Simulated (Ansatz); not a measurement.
`CB[SiH2]CC` + `F[CH2][AlH2]` → `CB[CH](F)[AlH2]` + `CC[SiH3]`  (formal exchange of groups at a B–Si bond)

Isolated molecules relaxed with PBE0-D4/def2-TZVP in Ansatz; ΔE leaves out vibrations. CBS: MP2 limit from def2 TZ/QZ plus the TZ coupled-cluster correction, frozen cores. Functionals use def2-TZVPP. Each species was taken in one conformer, which may not be the lowest.

Problem. Is it downhill or uphill in electronic energy at CCSD(T)/CBS, and by how much? (Best estimate.)

Solution. The calculation gave: Downhill: ΔE = -0.61 eV.

Problem. What do these levels give: PBE-D4, r2SCAN-D4, ωB97X-V, ωB97M-V, PBE0, MP2/def2-TZVPP, SCS-MP2/def2-TZVPP, CCSD/def2-TZVPP, CCSD(T)/def2-TZVPP, HF/def2-QZVPP, MP2/def2-QZVPP, CCSD/CBS(def2)? (An estimate is asked.)

Solution. Computed: PBE-D4 -0.74, r2SCAN-D4 -0.74, ωB97X-V -0.55, ωB97M-V -0.68, PBE0 -0.67, MP2/def2-TZVPP -0.69, SCS-MP2/def2-TZVPP -0.58, CCSD/def2-TZVPP -0.53, CCSD(T)/def2-TZVPP -0.62, HF/def2-QZVPP -0.18, MP2/def2-QZVPP -0.69, CCSD/CBS(def2) -0.52 eV.

Largest T1 diagnostic among the species: 0.013.

In def2-TZVPP, CCSD(T) changes the Hartree–Fock value by −0.44 eV (the triples alone add −0.09 eV) and MP2 by −0.51 eV. From PBE to PBE0 (25 % exact exchange), in def2-TZVPP and without D4, ΔE moves by +0.06 eV.
